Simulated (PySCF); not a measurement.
Correlation energy of O (oxygen, neutral)

[He] 2s2 2p4, high-spin 3P determinant. Computed with PySCF 2.14 in aug-cc-pVQZ, with the non-relativistic Hamiltonian (point nucleus). Frozen: 1s2; 6 electrons correlated.

| level | correlation energy (mhartree) |
| --- | --- |
| CCSD | -173.77 |
| (T) | -3.87 |
| CCSD(T) | -177.64 |

Diagnostics: T1 = 0.0074, D1 = 0.0118, largest double amplitude 0.034.

Cost of the coupled-cluster step: roughly 18 core-seconds, for 6 correlated electrons.
